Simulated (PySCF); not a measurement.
Delta-SCF ions had no search for a lower state. Excitations are Tamm–Dancoff values on a coarser integration grid. The basis has no diffuse functions, so Rydberg states are missing or too high.

# C2H5N, SMILES `N(=C/C)/[H]` (charge 0, multiplicity 1)

All values below come from ωB97X-D3(BJ)/def2-TZVP // B3LYP-D3(BJ)/def2-TZVP run with PySCF.

```
Property                                                            Value
-------------------------------------------  ----------------------------
HOMO                                                            -10.12 eV
dipole moment                                                      2.57 D
LUMO                                                              2.35 eV
HOMO–LUMO gap                                                    12.47 eV
S1 excitation (TDA)                                               5.64 eV
S1 oscillator strength                                              0.005
brightest of the four lowest singlets (TDA)                       8.98 eV
T1 excitation (TDA)                                               4.79 eV
S1–T1 gap (TDA)                                                   0.86 eV
vertical ionisation energy (Delta-SCF)                           10.21 eV
total energy                                                  -3648.05 eV
cost                                         very roughly 29 core-seconds
```

```xyz
8

C     -0.7378    -0.3456    -0.2074
C      0.3885     0.6340    -0.0664
N      1.5945     0.3952     0.2319
H     -1.5444    -0.0977     0.4880
H     -0.4071    -1.3675    -0.0162
H     -1.1621    -0.2924    -1.2139
H      0.1248     1.6805    -0.2451
H      1.7435    -0.6065     0.3807
```
